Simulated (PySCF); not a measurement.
C₄H₈O₂S, charge +1, doublet, geometry from GFN2-xTB (a state made from the parent by changing its charge; the spin is typed, not shown lowest), atoms displaced at random by about 0.08 Å a coordinate; DF-HF/STO-3G, gradient in PySCF.

PySCF was given this input:
```python
from pyscf import gto, scf

mol = gto.M(
    atom='''
O     1.73162981    0.75333698   -0.68557416
S     0.70268301    0.42743542    0.32709048
O     0.75445215    0.60807728    1.65769342
C    -1.04910331    0.97345060   -0.22278562
C    -1.55785409   -0.29144528   -1.01101037
C    -1.17087734   -1.34992934   -0.12533306
C     0.28012470   -1.27460594   -0.04974995
H    -1.44820040    1.26556079    0.69579712
H    -0.98529609    1.83552660   -0.92154119
H    -2.60402446   -0.30674959   -1.09978517
H    -1.18281544   -0.44977771   -2.10311198
H    -1.45103758   -2.39856882   -0.49714021
H    -1.71525383   -1.36857330    0.79942018
H     0.78085891   -1.99175094    0.83425296
H     1.02366599   -1.74443691   -0.96673369
''',
    basis='sto-3g',
    charge=1,
    spin=1,
    verbose=4,
)

mf = scf.UHF(mol)
mf = mf.density_fit(auxbasis='def2-universal-jkfit')
mf.kernel()
g = mf.nuc_grad_method()
g.auxbasis_response = False
grad = g.kernel()
```

**Question.** Predict the main parts of the log of this PySCF run.

**Answer.** 
```
PySCF version 2.14.0

[INPUT] verbose = 4
[INPUT] num. atoms = 15
[INPUT] num. electrons = 63
[INPUT] charge = 1
[INPUT] spin (= nelec alpha-beta = 2S) = 1
[INPUT] symmetry False subgroup None
[INPUT] Mole.unit = angstrom
[INPUT] Symbol           X                Y                Z      unit          X                Y                Z       unit  Magmom
[INPUT]  1 O      1.731629810000   0.753336980000  -0.685574160000 AA    3.272306090033   1.423600571707  -1.295547400479 Bohr   0.0
[INPUT]  2 S      0.702683010000   0.427435420000   0.327090480000 AA    1.327878441285   0.807735879738   0.618111425153 Bohr   0.0
[INPUT]  3 O      0.754452150000   0.608077280000   1.657693420000 AA    1.425707937589   1.149099521770   3.132586562294 Bohr   0.0
[INPUT]  4 C     -1.049103310000   0.973450600000  -0.222785620000 AA   -1.982517932275   1.839555029794  -0.421003806291 Bohr   0.0
[INPUT]  5 C     -1.557854090000  -0.291445280000  -1.011010370000 AA   -2.943917572134  -0.550751759497  -1.910532708395 Bohr   0.0
[INPUT]  6 C     -1.170877340000  -1.349929340000  -0.125333060000 AA   -2.212637498059  -2.550996740115  -0.236845157754 Bohr   0.0
[INPUT]  7 C      0.280124700000  -1.274605940000  -0.049749950000 AA    0.529358963726  -2.408656143344  -0.094013780211 Bohr   0.0
[INPUT]  8 H     -1.448200400000   1.265560790000   0.695797120000 AA   -2.736702129486   2.391563287088   1.314865995061 Bohr   0.0
[INPUT]  9 H     -0.985296090000   1.835526600000  -0.921541190000 AA   -1.861939761705   3.468642568354  -1.741460461606 Bohr   0.0
[INPUT] 10 H     -2.604024460000  -0.306749590000  -1.099785170000 AA   -4.920893051068  -0.579672713923  -2.078292767158 Bohr   0.0
[INPUT] 11 H     -1.182815440000  -0.449777710000  -2.103111980000 AA   -2.235197237507  -0.849956688834  -3.974305651492 Bohr   0.0
[INPUT] 12 H     -1.451037580000  -2.398568820000  -0.497140210000 AA   -2.742063622652  -4.532638160721  -0.939458842409 Bohr   0.0
[INPUT] 13 H     -1.715253830000  -1.368573300000   0.799420180000 AA   -3.241359972811  -2.586228718392   1.510685198651 Bohr   0.0
[INPUT] 14 H      0.780858910000  -1.991750940000   0.834252960000 AA    1.475609481826  -3.763863784945   1.576509613008 Bohr   0.0
[INPUT] 15 H      1.023665990000  -1.744436910000  -0.966733690000 AA    1.934448364132  -3.296508001483  -1.826861909490 Bohr   0.0

nuclear repulsion = 432.432608748679
number of shells = 31
number of NR pGTOs = 141
number of NR cGTOs = 47
basis = sto-3g
ecp = {}

******** <class 'pyscf.df.df_jk.DFUHF'> ********
method = DFUHF
initial guess = minao
damping factor = 0
level_shift factor = 0
DIIS = <class 'pyscf.scf.diis.CDIIS'>
diis_start_cycle = 1
diis_space = 8
diis_damp = 0
SCF conv_tol = 1e-09
SCF conv_tol_grad = None
SCF max_cycles = 50
direct_scf = False
number electrons alpha = 32  beta = 31
Set gradient conv threshold to 3.16228e-05
******** <class 'pyscf.df.df.DF'> ********
auxbasis = def2-universal-jkfit
init E= -697.211012485998

cycle= 1 E= -694.079861990374  delta_E= 3.13  |g|= 0.647  |ddm|= 3.58
cycle= 2 E= -694.304472621708  delta_E= -0.225  |g|= 0.452  |ddm|= 1.62
cycle= 3 E= -694.427821959712  delta_E= -0.123  |g|= 0.102  |ddm|= 0.703
cycle= 4 E= -694.44839308163  delta_E= -0.0206  |g|= 0.102  |ddm|= 0.294
cycle= 5 E= -694.465374907129  delta_E= -0.017  |g|= 0.08  |ddm|=  0.2
cycle= 6 E= -694.481047102871  delta_E= -0.0157  |g|= 0.066  |ddm|= 0.211
cycle= 7 E= -694.491926438904  delta_E= -0.0109  |g|= 0.0668  |ddm|= 0.521
cycle= 8 E= -694.495545642793  delta_E= -0.00362  |g|= 0.0154  |ddm|= 0.205
cycle= 9 E= -694.496104420823  delta_E= -0.000559  |g|= 0.00718  |ddm|= 0.0579
cycle= 10 E= -694.496236730466  delta_E= -0.000132  |g|= 0.00405  |ddm|= 0.0348
cycle= 11 E= -694.496294549006  delta_E= -5.78e-05  |g|= 0.00187  |ddm|= 0.0295
cycle= 12 E= -694.496305407824  delta_E= -1.09e-05  |g|= 0.00114  |ddm|= 0.0106
cycle= 13 E= -694.496311219296  delta_E= -5.81e-06  |g|= 0.00076  |ddm|= 0.00801
cycle= 14 E= -694.496314946198  delta_E= -3.73e-06  |g|= 0.000676  |ddm|= 0.00463
cycle= 15 E= -694.496318163738  delta_E= -3.22e-06  |g|= 0.000644  |ddm|= 0.00389
cycle= 16 E= -694.49632179732  delta_E= -3.63e-06  |g|= 0.000624  |ddm|= 0.00437
cycle= 17 E= -694.496327739825  delta_E= -5.94e-06  |g|= 0.000593  |ddm|= 0.00739
cycle= 18 E= -694.496347071305  delta_E= -1.93e-05  |g|= 0.000482  |ddm|= 0.0281
cycle= 19 E= -694.49636403928  delta_E= -1.7e-05  |g|= 0.000353  |ddm|= 0.0351
cycle= 20 E= -694.49637043972  delta_E= -6.4e-06  |g|= 0.000238  |ddm|= 0.0211
cycle= 21 E= -694.496374226309  delta_E= -3.79e-06  |g|= 0.000118  |ddm|= 0.0259
cycle= 22 E= -694.496374508255  delta_E= -2.82e-07  |g|= 5.13e-05  |ddm|= 0.00643
cycle= 23 E= -694.496374531666  delta_E= -2.34e-08  |g|= 2.61e-05  |ddm|= 0.00158
cycle= 24 E= -694.496374535523  delta_E= -3.86e-09  |g|= 1.46e-05  |ddm|= 0.000383
cycle= 25 E= -694.496374536796  delta_E= -1.27e-09  |g|= 8.54e-06  |ddm|= 0.000201
cycle= 26 E= -694.496374536972  delta_E= -1.76e-10  |g|= 5.21e-06  |ddm|= 7.07e-05
Extra cycle  E= -694.49637453703  delta_E= -5.75e-11  |g|= 4.14e-06  |ddm|= 1.29e-05
converged SCF energy = -694.49637453703  <S^2> = 0.77477401  2S+1 = 2.0246224

******** <class 'pyscf.df.grad.uhf.Gradients'> for <class 'pyscf.df.df_jk.DFUHF'> ********
unit = Eh/Bohr
--------------- DFUHF gradients ---------------
         x                y                z
0 O    -0.1944826260    -0.0681550059     0.1860567943
1 S     0.2467445490     0.0970866599     0.2069276017
2 O    -0.0460892682    -0.0713863758    -0.4227414836
3 C    -0.0324801156    -0.0187515363     0.1218105009
4 C     0.0065841162    -0.0555346636     0.0602476786
5 C     0.0366689755     0.1502995041     0.0077407324
6 C    -0.1901188888     0.1758809242    -0.0187682618
7 H     0.0298169989    -0.0022047092    -0.0411916756
8 H    -0.0031775138     0.0062623508    -0.0180283640
9 H     0.0407699170    -0.0155214203     0.0013428476
10 H     0.0048633137    -0.0213977891    -0.0583005092
11 H    -0.0152665168    -0.0421691313    -0.0012146258
12 H    -0.0060076666    -0.0182617776    -0.0208188862
13 H     0.0450617954    -0.0644771316     0.0530462352
14 H     0.0770687157    -0.0514585657    -0.0562158232
----------------------------------------------
```
